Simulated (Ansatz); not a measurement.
Geometry optimisation, UKS PBE0/def2-SVP in Ansatz.

Input file:

```yaml
crystal:
  periodic: [false, false, false]
  atoms:
    - { symbol: O, position_ang: [1.48084, -0.547, 2.2282] }
    - { symbol: C, position_ang: [1.22678, -0.38204, 1.10408] }
    - { symbol: C, position_ang: [0.85067, -0.18413, -0.11019] }
    - { symbol: Si, position_ang: [-0.94151, 0.25993, -0.48561] }
    - { symbol: H, position_ang: [1.54021, -0.2631, -0.9267] }
    - { symbol: H, position_ang: [-1.30776, 1.52288, 0.15911] }
    - { symbol: H, position_ang: [-1.00559, 0.39244, -1.94112] }
    - { symbol: H, position_ang: [-1.84363, -0.79897, -0.02778] }
magnetization:
  spin_polarized: true
basis:
  gaussian: { orbitals: def2-SVP }
hamiltonian:
  xc: pbe0
relax:
  f_tol: 0.02
  max_steps: 50
```

Launched with:

```bash
$ ansatz run input.yaml --threads 2 --pin off --max-ram 3072MiB --backend cpu --events-out ev --progress --plain --runs-dir out
```

**Question.** Where does it end, and by what steps?

**Answer.** It converged. The force dipped under the threshold on the way, but the program's further checks kept it going. After 18 steps the energy has fallen by 0.113 eV; H5 moved furthest, 0.89 Å.

```
step  energy less start (eV)  largest force component (eV/Å)  accepted
   0                  0.0000                           1.969       yes
   1                 -0.0617                           0.577       yes
   2                 -0.0713                           0.140       yes
   3                 -0.0746                           0.090       yes
   4                 -0.0765                           0.318       yes
   5                 -0.0770                           0.194       yes
   6                 -0.0783                           0.008       yes
   7                 -0.0799                           0.263       yes
   8                 -0.0834                           0.210       yes
   9                 -0.0834                           0.981       yes
  10                 -0.0942                           0.383       yes
  11                 -0.1061                           0.080       yes
  12                 -0.1032                           0.693        no
  13                 -0.1095                           0.111       yes
  14                 -0.1111                           0.138       yes
  15                 -0.1124                           0.055       yes
  16                 -0.1129                           0.006       yes
  17                 -0.1130                           0.020       yes
  18                 -0.1130                           0.009       yes
```

```xyz
8
Properties=species:S:1:pos:R:3
O 1.481 -1.260 1.977
C 1.201 -0.629 1.045
C 0.849 0.079 -0.007
Si -0.930 0.277 -0.510
H 1.660 0.549 -0.572
H -1.328 1.718 -0.501
H -1.154 -0.256 -1.889
H -1.779 -0.478 0.457
```

The run took 28 s on 2 threads of Intel(R) Xeon(R) 6975P-C (Granite Rapids), on a shared host, peak memory 0.2 GiB.
